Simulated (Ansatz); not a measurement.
C2H10N2Ti, SMILES `[CH3][Ti]([CH3])([NH2])[NH2]`, relaxed with RKS PBE0-D4/def2-TZVP in Ansatz from a PBE-D4/def2-SVP geometry. The force threshold is 0.005 eV/Å; the program also tests the step.

The species carries charge 0 and has multiplicity 1.

Start:

```xyz
15

C     1.900   -0.091    0.459
Ti   -0.148    0.158    0.126
C    -0.621   -0.813   -1.664
N    -0.652    1.966    0.099
N    -1.047   -0.751    1.502
H     2.234    0.427    1.385
H     2.454    0.332   -0.410
H     2.159   -1.169    0.551
H     0.006   -0.377   -2.475
H    -1.692   -0.687   -1.934
H    -0.405   -1.902   -1.598
H    -0.167    2.729    0.587
H    -1.418    2.350   -0.468
H    -0.878   -1.755    1.646
H    -1.725   -0.416    2.194
```

Task: By how much does the energy fall, and how many steps does the optimiser take? (Estimate.)

Result: Ansatz gave: 1.27 kcal/mol, in 6 steps.

Task: Which bonds change most? (Estimate.)

Result: The calculation gave: C1–H7 from 1.114 to 1.096 Å; C1–H8 from 1.112 to 1.095 Å; C3–H9 from 1.114 to 1.096 Å; C1–H6 from 1.112 to 1.095 Å.

Task: Give the relaxed structure. (Estimate.)

Result: The calculation gave: 
```xyz
15

C     1.886   -0.084    0.439
Ti   -0.156    0.139    0.138
C    -0.603   -0.802   -1.659
N    -0.649    1.954    0.102
N    -1.050   -0.783    1.513
H     2.214    0.459    1.332
H     2.421    0.312   -0.432
H     2.153   -1.139    0.564
H     0.030   -0.381   -2.449
H    -1.653   -0.652   -1.931
H    -0.416   -1.880   -1.598
H    -0.157    2.699    0.579
H    -1.395    2.343   -0.459
H    -0.911   -1.771    1.684
H    -1.715   -0.412    2.176
```
